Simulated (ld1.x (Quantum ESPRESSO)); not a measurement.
# Transferability test, ultrasoft potential for neodymium

ld1.x (Quantum ESPRESSO) 7.5 input, shortened:

```
&input
   title='Nd', zed=60., rel=2, dft='PZ', iswitch=3,
   config='[Xe] 4f3 5d1 6s2 6p0', rel_dist='average'
 /
 &inputp
   pseudotype=3, tm=.true., lloc=-2, rcloc=2.55,
   nlcc=.true., new_core_ps=.true., rcore=1.90
 /
6
5S  1  0   2.00   0.00  2.00  2.25  0.0
6S  2  0   2.00   0.00  2.00  2.25  0.0
5P  2  1   6.00   0.00  2.20  2.75  0.0
6P  3  1   0.00   0.00  2.20  2.75  0.0
5D  3  2   1.00   0.00  1.80  2.30  0.0
5D  3  2   0.00   0.25  1.80  2.30  0.0
 &test
   configts(1)='5s2 5p6 5d1 6s2 6p0'
 /
```

Open shells are filled in proportion to 2j + 1 (rel_dist='average').

Energies are relative to the spin-unpolarised reference configuration 5s2 5p6 5d1 6s2 6p0; without spin polarisation the order of configurations can differ from experiment. The frozen-core shift is the all-electron ΔE with the core orbitals held at their reference shape minus the fully relaxed ΔE.

(1) Give the all-electron excitation energy and the error of the potential for: 5s2 5p6 5d1 6s1 6p0; 5s2 5p6 5d1 6s0 6p0; 5s2 5p6 5d0 6s0 6p0; 5s1 5p6 5d1 6s2 6p0; 5s2 5p6 5d1 6s1.5 6p0; 5s2 5p6 5d2 6s1 6p0; 5s2 5p6 5d1 6s1 6p1.

Levels in the configuration 5s2 5p6 5d1 6s0 6p0:

| level | all-electron (eV) | pseudo (eV) |
| --- | --- | --- |
| 5s j=1/2 | -57.003 | -57.366 |
| 5p j=1/2 | -40.231 | -40.479 |
| 5p j=3/2 | -36.901 | -37.108 |
| 5d j=3/2 | -15.412 | -15.483 |
| 5d j=5/2 | -15.113 | -15.181 |

A Bessel basis up to 400 Ry misses an occupied level by 0.73 Ry, so cutoffs and ghosts were not judged. The potential misses its own reference levels by up to 1.6 eV, so it is not fit for use.

Results:

(1)

```json
{"valence configuration": "5s2 5p6 5d1 6s1 6p0", "charge": "+1", "ΔE all-electron (eV)": "6.469", "error AE − PS (meV)": "+823", "frozen-core shift (meV)": "+1.9"}
{"valence configuration": "5s2 5p6 5d1 6s0 6p0", "charge": "+2", "ΔE all-electron (eV)": "18.171", "error AE − PS (meV)": "+2330", "frozen-core shift (meV)": "+14"}
{"valence configuration": "5s2 5p6 5d0 6s0 6p0", "charge": "+3", "ΔE all-electron (eV)": "37.837", "error AE − PS (meV)": "+2155", "frozen-core shift (meV)": "+103"}
{"valence configuration": "5s1 5p6 5d1 6s2 6p0", "charge": "+1", "ΔE all-electron (eV)": "49.120", "error AE − PS (meV)": "-2257", "frozen-core shift (meV)": "+186"}
{"valence configuration": "5s2 5p6 5d1 6s1.5 6p0", "charge": "+0.5", "ΔE all-electron (eV)": "2.607", "error AE − PS (meV)": "+338", "frozen-core shift (meV)": "+0.4"}
{"valence configuration": "5s2 5p6 5d2 6s1 6p0", "charge": "0", "ΔE all-electron (eV)": "1.171", "error AE − PS (meV)": "+1340", "frozen-core shift (meV)": "+4.3"}
{"valence configuration": "5s2 5p6 5d1 6s1 6p1", "charge": "0", "ΔE all-electron (eV)": "2.664", "error AE − PS (meV)": "+626", "frozen-core shift (meV)": "+0.6"}
```

These tests converged, but a pseudo level misses the all-electron one widely, so the file describes the atom poorly there or has found another state: 5s2 5p6 5d0 6s0 6p0: empty 6s by 2.6 eV.
